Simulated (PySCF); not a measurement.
C₆H₁₉N₃Si.
SMILES with atom numbers: `[CH3:1][N:2]([CH3:3])[SiH:4]([N:5]([CH3:6])[CH3:7])[N:8]([CH3:9])[CH3:10]` (hydrogens: H11, H12, H13 on C1; H14, H15, H16 on C3; H17 on Si4; H18, H19, H20 on C6; H21, H22, H23 on C7; H24, H25, H26 on C9; H27, H28, H29 on C10)

Theory: PBE0-D3(BJ)/def2-SVP geometry optimisation, gas phase in PySCF 2.14.0.

Entries marked ? are missing. Bonds in one row agree within 0.01 Å.

| coordinate | value |
| --- | --- |
| C1–N2 and 5 like bonds | ? |
| N2–Si4, Si4–N5, Si4–N8 | ? |
| C1–H11 and 10 like bonds | 1.104 Å |
| C1–H13 and 6 like bonds | 1.109 Å |
| Si4–H17 | 1.499 Å |
| C1–N2–C3 | 115.1° |
| C1–N2–Si4 | ? |
| C3–N2–Si4 | ? |
| N2–Si4–N5 | ? |
| N2–Si4–N8 | ? |
| Si4–N5–C7 | ? |

Task: Fill in the missing values.

Result: 
- C1–N2 and 5 like bonds = 1.437 Å, drawn single (N-methyl carbon to silicon-bound nitrogen); 0.03 Å below the sum of covalent radii, 1.47 Å.
- N2–Si4, Si4–N5, Si4–N8 = 1.733 Å, drawn single (silicon-bound nitrogen to SiH silicon); 0.09 Å below the sum of covalent radii, 1.82 Å.
- C1–N2–Si4 = 120.5°, at the silicon-bound nitrogen; the outer atoms are 2.757 Å apart.
- C3–N2–Si4 = 124.4°, at the silicon-bound nitrogen; the outer atoms are 2.808 Å apart.
- N2–Si4–N5 = 110.7°, at the SiH silicon; the outer atoms are 2.853 Å apart.
- N2–Si4–N8 = 109.0°, at the SiH silicon; the outer atoms are 2.822 Å apart.
- Si4–N5–C7 = 121.4°, at the silicon-bound nitrogen; the outer atoms are 2.770 Å apart.

Radii are Cordero's, carbon taken as 0.76, 0.73 or 0.69 Å for four, three, and two or fewer neighbours.

Whether it is a minimum is left open (no frequencies). The numbers are those of one conformer (C1–N2–Si4–N5 -170°, N2–Si4–N5–C6 -93°, N2–Si4–N8–C9 25°).
